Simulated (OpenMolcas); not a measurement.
Computed levels of 3s² 3p² in ions with 14 electrons, in cm-1 above ³P₀.

```yaml
Program: OpenMolcas 26.06
Method: CASSCF
Basis: ANO-RCC-VQZP
Scalar_Hamiltonian: DKH2, point nucleus
Spin-orbit_coupling: RASSI with atomic mean-field integrals over the reference wave functions, term energies averaged over their components
```

Active space for each ion: 2 electrons in 3 orbitals (3p).

```
Level     Si     P+   Cl3+   Ar4+
  ³P₁   66.4    144    439    689
  ³P₂    195    419   1233   1890
  ¹D₂   8736  11611  16893  19526
  ¹S₀  21305  28329  40737  46614
```

Estimate ³P₂, ¹D₂, ¹S₀ for S2+ from its neighbours P+ and Cl3+.

³P₂ is fine structure, which grows about as the fourth power of a screened charge, so the fourth roots are averaged: ((419^0.25 + 1233^0.25) / 2)^4 = 745. The calculation gives 755, so the estimate is off by -1.3 %; the measured value is 833 (NIST levels in Podobedova, Kelleher and Wiese, J. Phys. Chem. Ref. Data 38, 171 (2009)).
¹D₂ is another term, which grows about linearly with the charge: (11611 + 16893) / 2 = 14252. The calculation gives 14278, so the estimate is off by -0.2 %; the measured value is 11323 (NIST levels in Podobedova, Kelleher and Wiese, J. Phys. Chem. Ref. Data 38, 171 (2009)).
¹S₀ is another term, which grows about linearly with the charge: (28329 + 40737) / 2 = 34533. The calculation gives 34682, so the estimate is off by -0.4 %; the measured value is 27161 (NIST levels in Podobedova, Kelleher and Wiese, J. Phys. Chem. Ref. Data 38, 171 (2009)).

With the s shell closed, the reference lacks s² → p² mixing. Without dynamic correlation excited terms often stand tens of per cent too high (terms of higher spin than the ground term too low), and those without a measured partner can miss by more than the paired ones (holds for Si; P+). Measured partners are found by configuration, term and J. A level has none where our copy of the source lacks it or the pairing is in doubt (some pairs that miss far off the trend of their configuration count as doubtful), and it then counts in no deviation. Levels of configurations outside the active space are missing.
